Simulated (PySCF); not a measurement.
CH6BClO2Si, SMILES OB(O)C[SiH2]Cl.

Coordinates come from a PBE0-D3(BJ)/def2-SVP optimisation. The structure was generated by enumeration, and PubChem lists no compound with its InChIKey, so it may never have been made. Other conformers were not sampled.

Two levels are set side by side: TDA-PBE/def2-SVPD (PySCF) and TDA-PBE0/def2-SVPD (PySCF). Vertical, same geometry. The lowest singlet is HOMO→LUMO 97 % with PBE and HOMO→LUMO 87 % with the other functional; states are paired by order. Differences are taken from unrounded values.

| quantity | TDA-PBE0 |
|---|---|
| lowest singlet excitation (eV) | 7.13 |
| lowest triplet excitation (TDA) (eV) | 6.73 |
| first bright state (f over 0.05) (eV) | 7.54 |
| its oscillator strength | 0.08 |

Problem. What does TDA-PBE give, and how far is it from TDA-PBE0? (Estimate from the structure and the level; the computed values follow.)

Solution. 
| quantity | TDA-PBE | TDA-PBE minus TDA-PBE0 |
|---|---|---|
| lowest singlet excitation (eV) | 6.27 | -0.87 |
| lowest triplet excitation (TDA) (eV) | 6.02 | -0.71 |
| first bright state (f over 0.05) (eV) | 6.71 | -0.83 |
| its oscillator strength | 0.08 | 0.00 |

Functionals without exact exchange tend to place singlet excitations lower, as here. Differences between two approximate levels are no errors against the true value.

Rough cost on one machine, each run with all the roots and properties that it gave: TDA-PBE0 against TDA-PBE about 2 times.
